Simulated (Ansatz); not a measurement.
Reactions of C$_{3}$H$_{10}$Si$_{2}$ (`C[SiH2]C=C[SiH3]`).

Isolated molecules relaxed with PBE0-D4/def2-TZVP in Ansatz; ΔE leaves out vibrations. CBS: MP2 limit from def2 TZ/QZ plus the TZ coupled-cluster correction, frozen cores. This one scheme is used for every species. Double bonds are as drawn, so ΔE can hold a change between cis and trans. For Ge outer-core shells are correlated without core-valence functions, which leaves a few kJ/mol of doubt a bond. Scalar relativity is left out up to krypton. Each species was taken in one conformer, which may not be the lowest.

(1) Order these by ΔE at CCSD(T)/CBS, lowest first. (Estimate.)
A. `C[SiH2]/C=C/[SiH3]` + `CS[SiH2]O` → `CO[SiH2]SC` + `[SiH3]/C=C/[SiH3]`
B. `C[SiH2]/C=C/[SiH3]` + `CBS` → `CBS[SiH2]C` + `C=C[SiH3]`
C. `C[SiH2]/C=C/[SiH3]` + H₂O → `O[SiH2]/C=C/[SiH3]` + CH₄
D. `C[SiH2]/C=C/[SiH3]` + H₂S → `[SiH3]/C=C\S` + `C[SiH3]`
E. `C[SiH2]/C=C/[SiH3]` + `[CH3][GeH3]` → `C[SiH2][GeH2][CH3]` + `C=C[SiH3]`
F. `C[SiH2]/C=C/[SiH3]` + H₂ → `[SiH3]/C=C/[SiH3]` + CH₄

Largest T1 diagnostic: 0.013, for `[SiH3]/C=C\S`.

Results:

(1) C (-0.97 eV), B (-0.59 eV), F (-0.25 eV), E (-0.14 eV), D (+0.41 eV), A (+1.01 eV).
